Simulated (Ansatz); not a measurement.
Start from `[SiH3]/C=[CH]\[GaH2]` and change one element to get `B/C=C/[SiH3]`.

Ansatz, PBE0-D4/def2-TZVP geometries, multiplicity 1. 

Scalar relativity is left out up to krypton.

| property | `[SiH3]/C=[CH]\[GaH2]` |
| --- | --- |
| HOMO energy (ωB97M-V/def2-TZVPP) / eV | -9.89 |
| HOMO energy (PBE/def2-TZVPP) / eV | -6.54 |
| LUMO energy (ωB97M-V/def2-TZVPP) / eV | 0.65 |
| HOMO–LUMO gap (PBE/def2-TZVPP) / eV | 4.62 |
| size of the dipole moment (B3LYP/def2-TZVPP) / D | 1.44 |
| size of the dipole moment (PBE/def2-TZVPP) / D | 1.44 |

(1) What does the change do to each property? (An estimate is asked.)

Answers

(1) Computed: 
```json
{"property": "HOMO energy (ωB97M-V/def2-TZVPP) / eV", "`B/C=C/[SiH3]`": "-10.64", "shift": "-0.75"}
{"property": "HOMO energy (PBE/def2-TZVPP) / eV", "`B/C=C/[SiH3]`": "-7.37", "shift": "-0.83"}
{"property": "LUMO energy (ωB97M-V/def2-TZVPP) / eV", "`B/C=C/[SiH3]`": "-0.39", "shift": "-1.04"}
{"property": "HOMO–LUMO gap (PBE/def2-TZVPP) / eV", "`B/C=C/[SiH3]`": "4.01", "shift": "-0.61"}
{"property": "size of the dipole moment (B3LYP/def2-TZVPP) / D", "`B/C=C/[SiH3]`": "0.84", "shift": "-0.60"}
{"property": "size of the dipole moment (PBE/def2-TZVPP) / D", "`B/C=C/[SiH3]`": "0.95", "shift": "-0.49"}
```

With PBE0 the HOMO falls by 0.76 eV and the LUMO falls by 1.31 eV, so the gap narrows by about 0.55 eV. PBE moves the HOMO by -0.83 eV and ωB97M-V by -0.75 eV. Dipoles are sizes alone; their direction can turn.

B3LYP here is the variant with VWN-RPA as its local correlation; programs differ in this.
